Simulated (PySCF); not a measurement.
H2Te, charge +1, doublet, at a GFN2-xTB geometry (a state made from the parent by changing its charge; the spin is typed, not shown lowest) (core potentials on Te); R2SCAN/def2-SVP (PySCF).

The PySCF input:
```python
from pyscf import gto, scf, dft

mol = gto.Mole()
mol.atom = '''
    Te   -0.00025533    0.04223806    0.00196862
    H    -1.17931590   -1.10419009   -0.07625629
    H     1.19259301   -1.09218903   -0.02611171
'''
mol.basis = 'def2-svp'
mol.ecp = {'Te': 'def2-svp'}
mol.charge = 1
mol.spin = 1
mol.verbose = 4
mol.build()

mf = dft.UKS(mol)
mf.xc = 'r2scan'
mf.grids.atom_grid = (99, 590)
mf.grids.prune = None
mf.kernel()
```

What the program printed (banner, timings and long lists left out):

```
PySCF version 2.14.0

[INPUT] verbose = 4
[INPUT] num. atoms = 3
[INPUT] num. electrons = 25
[INPUT] charge = 1
[INPUT] spin (= nelec alpha-beta = 2S) = 1
[INPUT] symmetry False subgroup None
[INPUT] Mole.unit = angstrom
[INPUT] Symbol           X                Y                Z      unit          X                Y                Z       unit  Magmom
[INPUT]  1 Te    -0.000255330000   0.042238060000   0.001968620000 AA   -0.000482503771   0.079818365433   0.003720152643 Bohr   0.0
[INPUT]  2 H     -1.179315900000  -1.104190090000  -0.076256290000 AA   -2.228584065345  -2.086616859559  -0.144103503375 Bohr   0.0
[INPUT]  3 H      1.192593010000  -1.092189030000  -0.026111710000 AA    2.253674166971  -2.063938142954  -0.049343980544 Bohr   0.0

nuclear repulsion = 15.6510485937874
number of shells = 16
number of NR pGTOs = 75
number of NR cGTOs = 36
basis = def2-svp
ecp = {'Te': 'def2-svp'}

******** <class 'pyscf.dft.uks.UKS'> ********
method = UKS
initial guess = minao
damping factor = 0
level_shift factor = 0
DIIS = <class 'pyscf.scf.diis.CDIIS'>
diis_start_cycle = 1
diis_space = 8
diis_damp = 0
SCF conv_tol = 1e-09
SCF conv_tol_grad = None
SCF max_cycles = 50
direct_scf = True
direct_scf_tol = 1e-13
number electrons alpha = 13  beta = 12
XC library pyscf.dft.libxc version 7.1.2
    S. Lehtola, C. Steigemann, M. J. T. Oliveira, and M. A. L. Marques,  SoftwareX 7, 1–5 (2018)
XC functionals = r2scan
    J. W. Furness, A. D. Kaplan, J. Ning, J. P. Perdew, and J. Sun,  J. Phys. Chem. Lett. 11, 8208–8215 (2020)
    J. W. Furness, A. D. Kaplan, J. Ning, J. P. Perdew, and J. Sun,  J. Phys. Chem. Lett. 11, 9248–9248 (2020)
    J. W. Furness, A. D. Kaplan, J. Ning, J. P. Perdew, and J. Sun,  J. Phys. Chem. Lett. 11, 8208–8215 (2020)
    J. W. Furness, A. D. Kaplan, J. Ning, J. P. Perdew, and J. Sun,  J. Phys. Chem. Lett. 11, 9248–9248 (2020)
radial grids:
    Treutler-Ahlrichs [JCP 102, 346 (1995); DOI:10.1063/1.469408] (M4) radial grids

becke partition: Becke, JCP 88, 2547 (1988); DOI:10.1063/1.454033
pruning grids: None
grids dens level: 3
symmetrized grids: False
atomic radii adjust function: <function treutler_atomic_radii_adjust>
User specified grid scheme (99, 590)
small_rho_cutoff = 0
Set gradient conv threshold to 3.16228e-05
tot grids = 175232
init E= -241.534902217416

cycle= 1 E= -267.950622444881  delta_E= -26.4  |g|= 1.75  |ddm|= 5.45
cycle= 2 E= -268.330591318401  delta_E= -0.38  |g|= 1.23  |ddm|= 4.34
cycle= 3 E= -268.945125257494  delta_E= -0.615  |g|= 0.173  |ddm|= 2.06
cycle= 4 E= -268.965287992962  delta_E= -0.0202  |g|= 0.076  |ddm|= 0.39
cycle= 5 E= -268.970767025088  delta_E= -0.00548  |g|= 0.00409  |ddm|= 0.118
cycle= 6 E= -268.970779846679  delta_E= -1.28e-05  |g|= 0.000821  |ddm|= 0.00955
cycle= 7 E= -268.970780863498  delta_E= -1.02e-06  |g|= 0.00026  |ddm|= 0.00199
cycle= 8 E= -268.970781084101  delta_E= -2.21e-07  |g|= 3.93e-05  |ddm|= 0.00134
cycle= 9 E= -268.970781087211  delta_E= -3.11e-09  |g|= 3.94e-06  |ddm|= 0.000158
cycle= 10 E= -268.970781087223  delta_E= -1.24e-11  |g|= 2.61e-06  |ddm|= 1.31e-05
Extra cycle  E= -268.970781087222  delta_E= 1.08e-12  |g|= 2.91e-06  |ddm|= 8.67e-06
converged SCF energy = -268.970781087222  <S^2> = 0.75517795  2S+1 = 2.0051713
```
